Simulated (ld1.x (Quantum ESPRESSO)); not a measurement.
## H PAW: all-electron and pseudo phase curves

ld1.x (Quantum ESPRESSO) 7.5 input, shortened:

```
&input
   title='H', zed=1., rel=1, dft='PBE', iswitch=3,
   config='1s0.75 2p-2'
 /
 &inputp
   pseudotype=3, lpaw=.true., tm=.true., lloc=-1, rcloc=1.00,
   nlcc=.false.,
   which_augfun='BG', rmatch_augfun=0.90
 /
4
1S  1  0   0.75   0.00  0.80  1.15  0.0
1S  1  0   0.00   0.40  0.80  1.15  0.0
2P  2  1  -2.00   0.05  0.95  1.05  0.0
2P  2  1  -2.00   0.70  0.95  1.05  0.0
 &test
   configts(1)='1s0.75'
 /
```

The phase is arctan(r·u′/u) with u = r·R(r), unwrapped; energies in Ry, scanned from -3 to 5 Ry. A pole is an energy at which the radial function vanishes at the test radius. The pseudo phase is shifted by a multiple of π to meet the all-electron one at the reference energy, and phase errors are pseudo minus all-electron; the curves can meet again beyond the range given. Levels narrower than the energy grid can be missing from the lists of poles.

For each channel, where are the poles, and over which energies does the pseudopotential scatter like the atom?

| channel | radius (bohr) | reference energy (Ry) | poles, all-electron | poles, pseudo | unbroken range about the reference energy with phases within 0.05 rad | phase error 1 Ry above the reference energy (rad) |
| --- | --- | --- | --- | --- | --- | --- |
| s | 1.25 | -0.70 | 2.50 | 2.50 | the whole range | +0.000 |
| p | 1.25 | 0.05 | none | none | the whole range | -0.000 |

Phases in the p channel:

| E (Ry) | all-electron | pseudo |
| --- | --- | --- |
| -3.00 | 1.176 | 1.176 |
| -2.52 | 1.154 | 1.154 |
| -2.04 | 1.129 | 1.129 |
| -1.56 | 1.100 | 1.100 |
| -1.08 | 1.065 | 1.065 |
| -0.60 | 1.023 | 1.023 |
| -0.12 | 0.972 | 0.972 |
| 0.36 | 0.907 | 0.907 |
| 0.84 | 0.824 | 0.824 |
| 1.32 | 0.716 | 0.716 |
| 1.80 | 0.572 | 0.572 |
| 2.28 | 0.380 | 0.380 |
| 2.76 | 0.133 | 0.133 |
| 3.24 | -0.155 | -0.156 |
| 3.72 | -0.446 | -0.446 |
| 4.20 | -0.696 | -0.697 |
| 4.68 | -0.892 | -0.892 |
